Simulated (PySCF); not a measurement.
Be(F)(Et) (C₂H₅BeF), SMILES C[CH2][Be][F].

Coordinates come from a PBE-D3(BJ)/def2-SVP optimisation. Other conformers were not sampled.

The numbers are results of r2SCAN/def2-TZVPD (PySCF), not measurements.

Symmetry labels are those of the subgroup Cs that the program uses (full group Cs).

Computed valence orbital energies around the gap with their symmetry:
```
orbital  symmetry  energy (eV)
-------  --------  -----------
HOMO−7         A'       -11.20
HOMO−6         A"       -10.99
HOMO−5         A'       -10.51
HOMO−4         A'        -9.98
HOMO−3         A"        -9.96
HOMO−2         A'        -9.24
HOMO−1         A"        -8.54
HOMO           A'        -7.05
LUMO           A'        -0.27
LUMO+1         A'         0.04
LUMO+2         A"         0.27
LUMO+3         A'         0.98
```
